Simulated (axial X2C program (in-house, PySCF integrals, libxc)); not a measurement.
## Nuclear properties of FTiF

Computed with an axial X2C code built on PySCF integrals: two-component X2C with atomic mean-field Coulomb and Gaunt terms, Gaussian nuclei, basis F dyall-av3z, Ti dyall-v3z with contracted cores.

F–Ti–F held linear, with bonds 1.836 and 1.836 Å (a rough geometry, not the PBE0 minimum).

Determinant lowest in the PBE0 search, Ω = 1 (⟨Sz⟩ = -1.00, ⟨Lz⟩ = 2.00 at PBE0), spin on the atoms F 0.00, Ti -1.00, F 0.00:

```tsv
level	A∥/gI F (MHz)	qzz F (a.u.)	A∥/gI Ti (MHz)	qzz Ti (a.u.)
PBE0	-1.42	-0.09	-371	-2.12
HF	11.7	-0.04	-348	-2.46
LDA	-6.65	-0.17	-423	-1.99
```

Determinant 0.03 eV from it at PBE0 and this distance, Ω = 3 (⟨Sz⟩ = 1.00, ⟨Lz⟩ = 2.00 at PBE0), spin on the atoms F 0.00, Ti 1.00, F 0.00:

```csv
level,A∥/gI F (MHz),qzz F (a.u.),A∥/gI Ti (MHz),qzz Ti (a.u.)
PBE0,2.04,-0.09,370,-2.13
HF,-3.45,-0.04,354,-2.46
LDA,4.91,-0.17,389,-2.00
```

A∥ (defined per Ω) follows by multiplying with gI = μI/(I μN); qzz is the electric field gradient, eQq0 = 234.96 MHz × Q/barn × qzz. The operators were transformed with the bare-nucleus X2C matrices; with these basis sets, hyperfine constants and field gradients can be off by tens of per cent, and where levels differ in sign neither size nor sign is settled.

(1) With gI(47Ti) = -0.3154, Q(47Ti) = 0.302 barn (g factors from the IAEA table of nuclear moments by Stone; Q from Pyykkö, Mol. Phys. 2018), turn the PBE0 values of the first state into constants in MHz.

The molecule was held linear; bending was not examined, so a bent shape may lie lower.

Each state is one determinant with collinear spin, which with several unpaired electrons need not be a pure state. Unrestricted Hartree–Fock can overshoot spin polarisation at the nuclei. With several open shells hyperfine constants can be off by a factor of several. Open-shell Ω = 0 determinants with evenly filled partner blocks cannot be reached by this program, so the Ω shown need not be the lowest component. The search compared states at one distance, so a state with another bond length can lie lower. Where a field gradient or hyperfine factor spreads by more than a factor of two over the levels, a constant derived from it is not to be relied on. PBE0 term energies can be off by some tenths of an eV.

Results:

(1) A∥(47Ti) = -371 × -0.3154 = 117 MHz; eQq0(47Ti) = 234.96 × (0.302) × (-2.12) = -150 MHz.
